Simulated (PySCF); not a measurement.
## C₆ coefficients of unlike pairs at UHF

Calculated with PySCF 2.14 from the dipole response of each species, C₆(A,B) = (3/π) ∫ α_A(iu) α_B(iu) du, in atomic units, from isotropic polarisabilities. For ions this is the dispersion term alone; charge-induced terms of lower order in 1/R come first.

| species | configuration | basis | relativity | α (bohr³) | C₆ (like pair) |
| --- | --- | --- | --- | --- | --- |
| Cr⁺ | [Ar] 3d5 (6S) | aug-cc-pVDZ-DK (7s6p4d2f) | spin-free X2C | 9.348 | 33.02 |
| Si | [Ne] 3s2 3p2 (3P) | def2-QZVPPD (10s6p5d2f1g) | none | 38.33 | 314.5 |
| Tc³⁺ | [Kr] 4d4 (5D) | aug-cc-pVTZ-DK (9s8p6d3f2g) | spin-free X2C | 5.112 | 23.10 |
| Pm²⁺ | [Xe] 4f5 (6H) | x2c-TZVPPall with one added diffuse shell each of s, p, d, f type (12s8p8d5f2g) | spin-free X2C | 9.339 | 55.71 |

(1) Estimate C₆ for Si with Cr⁺.

No spin-orbit coupling is included.

The other pairs:

```json
{"pair": "Pm²⁺, Tc³⁺", "C₆": "35.76"}
{"pair": "Pm²⁺, Si", "C₆": "111.5"}
{"pair": "Tc³⁺, Cr⁺", "C₆": "26.59"}
{"pair": "Pm²⁺, Cr⁺", "C₆": "42.01"}
{"pair": "Tc³⁺, Si", "C₆": "68.34"}
```

## Answers

(1) The integral gives 95.06. The combination rule 2 C_A C_B / (C_A α_B/α_A + C_B α_A/α_B) gives 97.93 and the geometric mean 101.9.
